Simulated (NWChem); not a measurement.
Molecule: CH₄OSi; SMILES C([SiH3])=O

Results from NWChem. Each level has its own optimisation; frequencies are unscaled.

```json
[
 {"level": "LDA (Slater exchange, VWN5)/def2-SVP", "r C–O (Å)": "1.208", "r C–Si (Å)": "1.929", "r C–H (Å)": "1.141", "highest harmonic frequency (cm⁻¹)": "2713", "lowest (cm⁻¹)": "37", "zero-point energy (kcal/mol)": "25.4", "dipole (D)": "1.79"},
 {"level": "Hartree-Fock/3-21G", "r C–O (Å)": "1.216", "r C–Si (Å)": "1.941", "r C–H (Å)": "1.091", "highest harmonic frequency (cm⁻¹)": "3100", "lowest (cm⁻¹)": "64", "zero-point energy (kcal/mol)": "28.1", "dipole (D)": "2.54"},
 {"level": "B3LYP/3-21G", "r C–O (Å)": "1.236", "r C–Si (Å)": "1.952", "r C–H (Å)": "1.111", "highest harmonic frequency (cm⁻¹)": "2850", "lowest (cm⁻¹)": "86", "zero-point energy (kcal/mol)": "26.1", "dipole (D)": "2.00"},
 {"level": "PBE0/def2-SVP", "r C–O (Å)": "1.205", "r C–Si (Å)": "1.938", "r C–H (Å)": "?", "highest harmonic frequency (cm⁻¹)": "2848", "lowest (cm⁻¹)": "?", "zero-point energy (kcal/mol)": "?", "dipole (D)": "2.00"}
]
```

Problem. What belongs in the gaps?

Solution. 
- PBE0/def2-SVP, r C–H (Å): 1.127
- PBE0/def2-SVP, lowest (cm⁻¹): 24
- PBE0/def2-SVP, zero-point energy (kcal/mol): 26.5
